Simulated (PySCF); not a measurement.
# Functional dependence of a UV spectrum

Species: CH7ClSi2.
Geometry (PBE0-D3(BJ)/def2-SVP, Å), atoms numbered from 1 in this order:
```
atom  x, y, z in Å
C1     0.7943    1.2640    0.1158
Si2    2.1843    0.3220   -0.7397
Si3    4.2608    1.3598   -0.4218
Cl4    5.6852    0.2490   -1.4563
H5     0.6995    2.2820   -0.2916
H6     0.9765    1.3405    1.1984
H7    -0.1659    0.7463   -0.0327
H8     2.2911   -1.0709   -0.2035
H9     1.9433    0.2386   -2.2139
H10    4.6589    1.4036    1.0177
H11    4.2878    2.7556   -0.9541
```

Linear-response calculations in the def2-SVPD basis (PySCF; singlets by full response, triplets Tamm–Dancoff, core orbitals frozen in the response; HF means time-dependent Hartree–Fock). 'Strongest' is the level of largest summed f among the singlets computed (10 roots, of which the last may lack a degenerate partner); it can jump between rows when another state enters that window. S1 is the lowest singlet of each run and needn't be the same state throughout; f(S1) is that of one state. One conformer (not necessarily the lowest) at the PBE0-D3(BJ)/def2-SVP geometry, without solvent, vibrations or thermal averaging.

```tsv
functional	kind	S1 (eV)	f(S1)	strongest (eV)	T1 (eV)	HOMO (eV)	gap (eV)	ionisation energy, ΔSCF (eV)
LDA	LDA	5.39	0.010	6.76	4.98	-6.87	5.16	9.65
PBE	GGA	5.52	0.013	6.87	5.02	-6.81	5.31	9.57
B3LYP	global hybrid, 20% exact exchange	5.91	0.017	7.25	5.39	-7.78	6.90	9.86
BHandHLYP	global hybrid, 50% exact exchange	6.38	0.020	7.89	5.73	-9.05	9.19	10.06
CAM-B3LYP	range-separated hybrid	6.18	0.017	7.68	5.58	-9.26	9.54	10.05
wB97X-D	range-separated hybrid	6.22	0.017	8.50	5.62	-9.78	10.80	10.02
LC-wPBE	range-separated hybrid	6.49	0.018	8.91	5.70	-10.57	11.94	10.24
HF	Hartree–Fock	7.04	0.029	8.72	6.04	-10.71	12.79	not settled
```

Task: What does PBE0 (global hybrid, 25% exact exchange) give?

Result: S1 (eV) 5.99, f(S1) 0.016, strongest (eV) 8.14, T1 (eV) 5.36, HOMO (eV) -7.98, gap (eV) 7.28, ionisation energy, ΔSCF (eV) 9.88. S1 runs from 5.39 eV (LDA) to 7.04 eV (HF), a spread of 1.65 eV, while the orbital gap spreads over 7.6 eV. Along PBE (0%), B3LYP (20%), PBE0 (25%), BHandHLYP (50%), HF (100%) S1 rises with the share of exact exchange. −ε(HOMO) comes closest to its own ΔSCF ionisation energy with wB97X-D (-0.24 eV) and misses most with LDA (-2.78 eV). 'Not settled' means that the ion's SCF failed to converge or may have ended in another state than the lowest.

Without π bonds the low states are Rydberg-like; a valence basis with one diffuse set may place them up to an eV too high.
